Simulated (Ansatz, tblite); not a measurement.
Isomers of AlGaAs₂ (singlet), found by a short tight-binding search and relaxed with r2SCAN-D4/def2-SVP in Ansatz.

The xTB rows come from tblite. LC-ωPBE has ω = 0.4 bohr⁻¹. B3LYP takes the VWN-RPA correlation. Correlated methods freeze 32 core orbitals; core or outer-core shells of Ga, As are correlated, in sets that lack core-valence functions.

Run but left out: HF/def2-TZVPP (A: restricted singlet, unstable towards broken spin symmetry).

A: The restricted singlet is unstable towards broken spin symmetry in Hartree–Fock (as tested in another run); at PBE-D4/def2-TZVP, r2SCAN-D4/def2-TZVP, B3LYP-D4/def2-TZVP, PBE0-D4/def2-TZVP and others this wasn't settled. At CCSD(T)/def2-TZVPP the restricted singlet (for correlated methods, its reference) is unstable: a solution with broken spin symmetry lies lower. B: At CCSD(T)/def2-TZVPP the restricted singlet (for correlated methods, its reference) is unstable: a solution with broken spin symmetry lies lower.

Other spin states were run for one of them alone.

A:

```xyz
4

Al   -1.440   -0.043   -0.802
Ga    1.516    0.712    0.301
As    0.596   -1.224   -0.839
As   -0.672    0.555    1.341
```

B:

```xyz
4

Al    0.486   -2.229   -0.632
Ga   -0.480    2.251    0.636
As   -0.244    0.245   -1.092
As    0.238   -0.267    1.087
```

Q: Estimate their order by electronic energy at PBE0-D4/def2-TZVP, counted from the lowest.

A: B (0.00) < A (0.94), in eV.

Q: Do the other levels pick the same lowest one?

A: All that were run do. Energies above each level's lowest (eV):

```json
{"level": "GFN1-xTB", "A": "1.24", "B": "0.00"}
{"level": "GFN2-xTB", "A": "1.04", "B": "0.00"}
{"level": "PBE-D4/def2-TZVP", "A": "0.79", "B": "0.00"}
{"level": "r2SCAN-D4/def2-TZVP", "A": "0.72", "B": "0.00"}
{"level": "B3LYP-D4/def2-TZVP", "A": "0.99", "B": "0.00"}
{"level": "PBE0-D4/def2-TZVP", "A": "0.94", "B": "0.00"}
{"level": "LC-ωPBE/def2-TZVP", "A": "1.27", "B": "0.00"}
{"level": "MP2/def2-TZVPP", "A": "0.64", "B": "0.00"}
{"level": "CCSD/def2-TZVPP", "A": "1.06", "B": "0.00"}
{"level": "CCSD(T)/def2-TZVPP", "A": "0.82", "B": "0.00"}
```
Point groups (tolerance 0.1 Å): A Cs, B C2v. Lower isomers may exist.
